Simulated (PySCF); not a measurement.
**Dipole moment and polarisability of `N#CCC(=C=O)C(F)(F)F`**

Compound: C5H2F3NO.
Atom-mapped SMILES: `[N:1]#[C:2][CH2:3][C:4](=[C:5]=[O:6])[C:7]([F:8])([F:9])[F:10]` (hydrogens: H11, H12 on C3)

Geometry (GFN2-xTB, Å), atoms numbered from 1 in this order:
```
atom  x, y, z in Å
N1     2.471   -1.655    0.213
C2     1.636   -1.096   -0.329
C3     0.582   -0.374   -1.010
C4    -0.171    0.521   -0.039
C5     0.137    1.778    0.125
O6     0.410    2.894    0.219
C7    -1.225   -0.129    0.805
F8    -2.066   -0.865    0.059
F9    -0.717   -0.968    1.721
F10   -1.970    0.762    1.468
H11   -0.114   -1.094   -1.451
H12    1.027    0.225   -1.807
```

Level: CAM-B3LYP/def2-SVPD (PySCF), static field, nuclei fixed, core orbitals frozen in the response. The polarisability tensor in these axes (au):

```
x   63.35 -2.88  0.33
y   -2.88 79.62  0.14
z    0.33  0.14 53.92
```

Task: Give the principal values, the mean and the anisotropy Δα = √{½[(α1 − α2)² + (α2 − α3)² + (α1 − α3)²]}.

Result: Principal values 53.91, 62.87 and 80.11 au; mean 65.63 au = 9.73 Å³ = 10.82 × 10⁻⁴⁰ C²·m²/J; Δα = 23.07 au (35 % of the mean).

Task: What is the dipole moment, and where does it point?

Result: (-1.27, 1.77, -3.01) D, 3.72 D in size, pointing from the negative to the positive side. Measured along this direction, the outermost atoms are N1 at the negative end and H12 at the positive end.

Task: Estimate the molar refractivity from the static electronic polarisability.

Result: Lorentz–Lorenz: R = (4π/3)N_A α = 2.5225 cm³/(mol·Å³) × 9.73 Å³ = 24.5 cm³/mol, in the limit of long wavelengths.

Task: Orientational against electronic polarisability at 350 K (dilute gas, rigid molecules)?

Result: In Gaussian units μ²/3kT = 95.25 Å³ against 9.73 Å³, a ratio of 9.79; the Debye molar polarisation (4π/3)N_A(α + μ²/3kT) is 264.8 cm³/mol, leaving out the vibrational part.

Task: Find the Langevin capture rate constant for H3+ (3.023 u) meeting this molecule (149.009 u), k = 2.342 × 10⁻⁹ cm³/s × √(α in Å³ / reduced mass in u).

Result: The reduced mass is 2.96 u, so k = 4.24 × 10⁻⁹ cm³/s. The formula leaves out the permanent dipole, which adds to the capture rate.

Geometry: GFN2-xTB, one conformer, isolated molecule.
